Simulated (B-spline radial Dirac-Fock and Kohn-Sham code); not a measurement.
# Successive ionisation energies of samarium: Dirac-Fock against NIST

Method: multi-electron Dirac-Fock with separately optimised hole states, Breit and Lamb-shift corrections added in first order. Computed with a radial B-spline solver. Each value is the difference of the configuration-average energies of two neighbouring ions in their tabulated ground configurations. The model has no electron correlation. NIST's values refer to the lowest levels; many for high charge states are themselves semi-empirical or theoretical. Where a p, d or f shell is open in either ion the computed value averages over both j values and all terms, while the table refers to the lowest levels; that difference holds spin-orbit splitting (largest in heavy or highly charged ions), term energies where several electrons share open shells, and correlation, and it can reach 10 % or more.

```
  ion  configuration  computed (eV)       NIST (eV)            kind  NIST − computed (eV)
Sm³²⁺  [Ar] 3d10 4s2         1332.3        1332 ± 4     theoretical                 -0.34
Sm³³⁺  [Ar] 3d10 4s1         1379.7  1381.56 ± 0.21  semi-empirical                 +1.84
Sm³⁴⁺      [Ar] 3d10         2382.4        2371 ± 5     theoretical                -11.40
Sm³⁵⁺       [Ar] 3d9         2482.9        2466 ± 5     theoretical                -16.85
Sm³⁶⁺       [Ar] 3d8         2584.9        2569 ± 5     theoretical                -15.88
Sm³⁷⁺       [Ar] 3d7         2688.5        2676 ± 4     theoretical                -12.47
Sm³⁸⁺       [Ar] 3d6         2793.6        2782 ± 4     theoretical                -11.62
Sm³⁹⁺       [Ar] 3d5         2900.3        2887 ± 4     theoretical                -13.34
Sm⁴⁰⁺       [Ar] 3d4         3008.6        3028 ± 4     theoretical                +19.39
Sm⁴¹⁺       [Ar] 3d3         3118.4        3137 ± 4     theoretical                +18.57
Sm⁴²⁺       [Ar] 3d2         3229.8        3253 ± 4     theoretical                +23.19
```

Question: Where in this range is the largest relative jump, and why?

Answer: From Sm³³⁺ (1379.7 eV) to Sm³⁴⁺ (2382.4 eV), a factor of 1.73. The configuration goes from [Ar] 3d10 4s1 to [Ar] 3d10, so the next electron comes out of a deeper subshell.
